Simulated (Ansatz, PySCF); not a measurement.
Scan of H3B, singlet: umbrella (inversion) coordinate, bond length relaxed. Scanned: angle between the B-H bonds and the threefold axis (90 = planar). Other coordinates (B-H bond length) were minimised at B3LYP/def2-TZVP.

RKS-PBE/cc-pVTZ = Ansatz (an electronic-structure program) with restricted PBE/cc-pVTZ; r2SCAN/cc-pVTZ (PySCF); CCSD(T) on RHF/cc-pVTZ, 1 core orbital frozen (PySCF).

Energies relative to the lowest point of each profile, in eV; the last columns give the difference from CCSD(T):

```json
[
 {"a / °": "90", "RKS-PBE/cc-pVTZ": "0.000", "r2SCAN": "0.000", "CCSD(T)": "0.000", "RKS-PBE/cc-pVTZ − CCSD(T)": "0.000", "r2SCAN − CCSD(T)": "0.000"},
 {"a / °": "93", "RKS-PBE/cc-pVTZ": "0.022", "r2SCAN": "0.023", "CCSD(T)": "0.023", "RKS-PBE/cc-pVTZ − CCSD(T)": "-0.001", "r2SCAN − CCSD(T)": "0.000"},
 {"a / °": "96", "RKS-PBE/cc-pVTZ": "0.086", "r2SCAN": "0.090", "CCSD(T)": "0.091", "RKS-PBE/cc-pVTZ − CCSD(T)": "-0.005", "r2SCAN − CCSD(T)": "-0.001"},
 {"a / °": "99", "RKS-PBE/cc-pVTZ": "0.194", "r2SCAN": "0.203", "CCSD(T)": "0.206", "RKS-PBE/cc-pVTZ − CCSD(T)": "-0.011", "r2SCAN − CCSD(T)": "-0.002"},
 {"a / °": "102", "RKS-PBE/cc-pVTZ": "0.346", "r2SCAN": "0.362", "CCSD(T)": "0.366", "RKS-PBE/cc-pVTZ − CCSD(T)": "-0.020", "r2SCAN − CCSD(T)": "-0.004"},
 {"a / °": "105", "RKS-PBE/cc-pVTZ": "0.541", "r2SCAN": "0.566", "CCSD(T)": "0.573", "RKS-PBE/cc-pVTZ − CCSD(T)": "-0.032", "r2SCAN − CCSD(T)": "-0.007"},
 {"a / °": "108", "RKS-PBE/cc-pVTZ": "0.780", "r2SCAN": "0.816", "CCSD(T)": "0.826", "RKS-PBE/cc-pVTZ − CCSD(T)": "-0.046", "r2SCAN − CCSD(T)": "-0.009"},
 {"a / °": "111", "RKS-PBE/cc-pVTZ": "1.063", "r2SCAN": "1.113", "CCSD(T)": "1.126", "RKS-PBE/cc-pVTZ − CCSD(T)": "-0.063", "r2SCAN − CCSD(T)": "-0.013"},
 {"a / °": "114", "RKS-PBE/cc-pVTZ": "1.391", "r2SCAN": "1.458", "CCSD(T)": "1.474", "RKS-PBE/cc-pVTZ − CCSD(T)": "-0.083", "r2SCAN − CCSD(T)": "-0.016"},
 {"a / °": "117", "RKS-PBE/cc-pVTZ": "1.764", "r2SCAN": "1.850", "CCSD(T)": "1.870", "RKS-PBE/cc-pVTZ − CCSD(T)": "-0.106", "r2SCAN − CCSD(T)": "-0.020"},
 {"a / °": "120", "RKS-PBE/cc-pVTZ": "2.184", "r2SCAN": "2.292", "CCSD(T)": "2.316", "RKS-PBE/cc-pVTZ − CCSD(T)": "-0.131", "r2SCAN − CCSD(T)": "-0.024"},
 {"a / °": "123", "RKS-PBE/cc-pVTZ": "2.652", "r2SCAN": "2.783", "CCSD(T)": "2.811", "RKS-PBE/cc-pVTZ − CCSD(T)": "-0.160", "r2SCAN − CCSD(T)": "-0.028"},
 {"a / °": "126", "RKS-PBE/cc-pVTZ": "3.168", "r2SCAN": "3.327", "CCSD(T)": "3.358", "RKS-PBE/cc-pVTZ − CCSD(T)": "-0.190", "r2SCAN − CCSD(T)": "-0.031"},
 {"a / °": "129", "RKS-PBE/cc-pVTZ": "3.735", "r2SCAN": "3.924", "CCSD(T)": "3.958", "RKS-PBE/cc-pVTZ − CCSD(T)": "-0.223", "r2SCAN − CCSD(T)": "-0.034"},
 {"a / °": "132", "RKS-PBE/cc-pVTZ": "4.355", "r2SCAN": "4.577", "CCSD(T)": "4.613", "RKS-PBE/cc-pVTZ − CCSD(T)": "-0.258", "r2SCAN − CCSD(T)": "-0.036"}
]
```

RKS-PBE/cc-pVTZ is furthest from CCSD(T) at 132 (-0.258 eV, below); its mean absolute difference over the points is 0.089 eV.

r2SCAN is furthest from CCSD(T) at 132 (-0.036 eV, below); its mean absolute difference over the points is 0.015 eV.
